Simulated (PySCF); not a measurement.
H₂Be, singlet, geometry from GFN2-xTB (such geometries of metal compounds can be far from the true shape). Base run: BLYP/def2-SVP (PySCF).

PySCF was given this input:
```python
from pyscf import gto, scf, dft

mol = gto.M(
    atom='''
Be    0.00000000    0.00000000    0.00000000
H     0.00000000    0.00000000    1.27939097
H    -0.00000000   -0.00000000   -1.27939097
''',
    basis='def2-svp',
    verbose=3,
)

mf = dft.RKS(mol)
mf.xc = 'blyp'
mf.kernel()
mf.analyze()
```

Each row names what was changed in the base input (with any setting that the change needs).

```csv
change,E (Eh),HOMO (eV),HOMO-LUMO gap (eV),core-seconds (rough)
base,-15.87627,-7.49,6.01,0.5
functional = b3lyp; dispersion = d3bj,(withheld),-8.75,7.77,0.4
functional = pbe0,-15.85319,-8.94,8.21,0.4
"functional = lda,vwn",(withheld),(withheld),(withheld),0.5
functional = x3lyp,-15.88492,-8.80,7.89,0.4
functional = pw6b95,(withheld),(withheld),(withheld),0.5
functional = wb97x_v,-15.88512,-11.50,12.71,20
functional = hf,-15.75153,-12.41,14.32,0.2
functional = bp86,(withheld),(withheld),(withheld),0.4
functional = camb3lyp,-15.87338,-10.45,10.62,0.7
functional = b3lyp,-15.90242,-8.75,7.77,0.6
functional = b3lyp5,-15.88133,-8.66,7.76,0.6
functional = b3lyp; dispersion = d3bjm,-15.90367,-8.75,7.77,0.5
```

Question: Fill in the missing entries.

Answer: 
- functional = b3lyp; dispersion = d3bj, E (Eh): -15.90337
- functional = lda,vwn, E (Eh): -15.63526
- functional = lda,vwn, HOMO (eV): -7.54
- functional = lda,vwn, HOMO-LUMO gap (eV): 5.76
- functional = pw6b95, E (Eh): -15.91834
- functional = pw6b95, HOMO (eV): -9.02
- functional = pw6b95, HOMO-LUMO gap (eV): 8.30
- functional = bp86, E (Eh): -15.88186
- functional = bp86, HOMO (eV): -7.65
- functional = bp86, HOMO-LUMO gap (eV): 6.07

Total energies compare only within one method and basis.
